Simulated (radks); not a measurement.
All-electron atom: the promethium ion Pm4+ in [Xe] 4f3. All-electron calculation, Dirac Kohn-Sham, LDA (Slater exchange, Perdew-Wang correlation), spin-unpolarised, spherical densities, point nucleus; open shells are shared between the two j in proportion to 2j + 1. Program: a radial shooting solver on a logarithmic mesh with Libxc functionals.

Normalised radial functions P(r) = r R(r) (large component), r in bohr:

r	5d3/2
0.0009523	0.0000
0.001455	0.0000
0.002241	0.0000
0.003425	0.0001
0.005276	0.0003
0.008062	0.0009
0.01242	0.0027
0.01898	0.0078
0.02923	0.0220
0.04466	0.0559
0.06879	0.1246
0.1051	0.2167
0.1619	0.2494
0.2474	0.0752
0.3781	-0.2693
0.5824	-0.3569
0.8899	0.1092
1.371	0.6900
2.095	0.7468
3.226	0.3396
4.93	0.0547

5d3/2 (empty): eigenvalue -36.979 eV, 2 radial nodes at r = 0.273, 0.827 bohr, <r> = 2.00 bohr, 90 % of the charge inside 2.94 bohr.
